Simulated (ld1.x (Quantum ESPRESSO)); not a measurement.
## nickel (Ni), TM: configuration errors across variants

* Element: nickel
* Generator: ld1.x (Quantum ESPRESSO) 7.5
* Type: norm-conserving Troullier–Martins (Kleinman–Bylander form)
* Functional: PW91
* Relativity: fully relativistic
* Frozen core: [Ne] 3s2
* Valence charge: 16
* Reference configuration: 3p6 3d8 4s2 4p0
* Partial waves: 4s (bound): rc 1.80 bohr; 3p (bound): rc 1.20 bohr; 3d (bound): rc 1.55 bohr
* Local potential: all-electron potential smoothed inside 1.10 bohr (lloc = -1)
* Core correction: none

Open shells are filled in proportion to 2j + 1 (rel_dist='average').

All-electron excitation energies from the reference (eV): (1) 3p6 3d8 4s1 4p0 9.391; (2) 3p6 3d8 4s0 4p0 26.802; (3) 3p6 3d7 4s0 4p0 64.379; (4) 3p6 3d7 4s2 4p1 10.582; (5) 3p6 3d8 4s0 4p2 9.555; (6) 3p6 3d6 4s0 4p0 122.059; (7) 3p6 3d8 4s0 4p1 15.100.

Tests that are not counted but printed errors over 1 eV. “local potential all-electron potential smoothed inside 1.42 bohr (lloc = -1)”: 3p6 3d7 4s2 4p1 (solver errors, printed error -3315 eV).

2 further variants failed, have other tests or another functional or relativity, and are left out.

A true bound ghost makes a file unfit for plane-wave use even where its test errors are small: the radial tests pick states by their node count and pass the ghost by. Where a test does run into it, the solver fails or the error is huge.

Errors AE − PS in meV (a dash: test not solved or not reliable):

| change | (1) | (2) | (3) | (4) | (5) | (6) | (7) | bound ghosts |
| --- | --- | --- | --- | --- | --- | --- | --- | --- |
| base | -2.4 | -16 | +72 | +14 | -6.7 | +332 | -11 | s |
| core correction a·sin(br)/r model core inside 1.34 bohr | -3.2 | -25 | +42 | +9.8 | -8.5 | +255 | -14 | s |
| wave 3d (bound): rc 1.55 bohr becomes 3d (bound): rc 1.12 bohr | -4.5 | -29 | +81 | -21 | -11 | +200 | -17 | s |
| local potential all-electron potential smoothed inside 1.42 bohr (lloc = -1) | -5.2 | -16 | +61 | – | -132 | +273 | -104 | s |
| wave 4s (bound): rc 1.80 bohr becomes 4s (bound): rc 1.50 bohr | 0.0 | +0.9 | +35 | +14 | +4.3 | +216 | +2.2 | s |

(1) Give the same row for: wave 3p (bound): rc 1.20 bohr becomes 3p (bound): rc 1.68 bohr.

Results:

(1) -2.5, -17, +68, -71, -127, +298, -101; bound ghosts: s.
